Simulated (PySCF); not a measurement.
## Where the electron goes

C₅H₈NOP.
Geometry (GFN2-xTB, Å), atoms numbered from 1 in this order:
```xyz
16
C5H8NOP angstrom
C     -3.169    0.028   -0.164
O     -1.991    0.766    0.048
C     -0.855    0.029   -0.025
N      0.304    0.698    0.173
C      1.420   -0.088    0.090
C      2.764    0.523    0.289
C      1.106   -1.383   -0.178
P     -0.632   -1.656   -0.335
H     -3.165   -0.429   -1.159
H     -3.995    0.731   -0.078
H     -3.269   -0.766    0.583
H      0.325    1.688    0.365
H      2.944    1.306   -0.448
H      2.842    0.966    1.283
H      3.534   -0.235    0.186
H      1.831   -2.169   -0.284
```

Method used: PySCF 2.14.0, density-fitted response routines, TDDFT CAM-B3LYP/def2-SVPD, vertical, gas phase, core orbitals frozen in the response.

Kohn–Sham orbitals with the atoms that hold most of them (Löwdin shares over 4%, at most four atoms; ? is withheld):

```json
{"orbital": "HOMO-3", "ε (eV)": "-10.64", "atoms": "O2 39%, C1 15%, N4 8%, H9 7%"}
{"orbital": "HOMO-2", "ε (eV)": "-8.94", "atoms": "P8 64%, C7 12%, C3 9%"}
{"orbital": "HOMO-1", "ε (eV)": "-8.26", "atoms": "?"}
{"orbital": "HOMO", "ε (eV)": "-6.78", "atoms": "P8 28%, C3 23%, C5 15%, O2 13%"}
{"orbital": "LUMO", "ε (eV)": "?", "atoms": "?"}
{"orbital": "LUMO+1", "ε (eV)": "1.39", "atoms": "P8 32%, C3 27%, N4 14%, O2 10%"}
{"orbital": "LUMO+2", "ε (eV)": "1.58", "atoms": "C1 32%, H10 12%, O2 12%, H9 8%"}
```

Q: Give the leading atoms of the HOMO-1.

A: C7 (bonded to C, P and H) 33%; N4 (bonded to 2 C and H) 22%; P8 (bonded to 2 C) 18%; C5 (bonded to 2 C and N) 13%. By element: carbon 46% or more, nitrogen 22%, phosphorus 18%.

Q: Which atoms hold the LUMO, and with what shares?

A: C6 (bonded to C and 3 H) 22%; H12 (bonded to N) 17%; O2 (bonded to 2 C) 8%; H13 (bonded to C) 8%. By element: hydrogen 25% or more, carbon 22% or more, oxygen 8%.

Q: What is the LUMO energy, and the HOMO–LUMO gap?

A: ε(LUMO) = 1.18 eV; the gap is 7.96 eV (0.2924 hartree).

Q: How does S1 compare with the orbital gap of 7.96 eV?

A: S1 is at 5.28 eV (f = 0.110), 2.68 eV below the gap, made of HOMO→LUMO+1 (94%). Its leading pair isn't HOMO and LUMO; the energies of that pair differ by 8.18 eV. 

Q: One configuration dominates each of S1, S2 and S8. Which, and how do the shares of the two leading atoms of either orbital change from the occupied to the empty one?

A: 
- S1 (5.28 eV, f 0.110), HOMO→LUMO+1 (94%): P8 28% → 32%, C3 23% → 27%
- S2 (5.31 eV, f 0.0043), HOMO→LUMO (89%): P8 28% → at most 8%, C3 23% → at most 8%, C6 at most 13% → 22%, H12 at most 13% → 17%
- S8 (6.67 eV, f 0.335), HOMO-1→LUMO+1 (70%): C7 33% → at most 10%, N4 22% → 14%, P8 18% → 32%, C3 at most 13% → 27%

The run took about 1.7 min of CPU time (one thread, shared machine).

One conformer stands for the species.
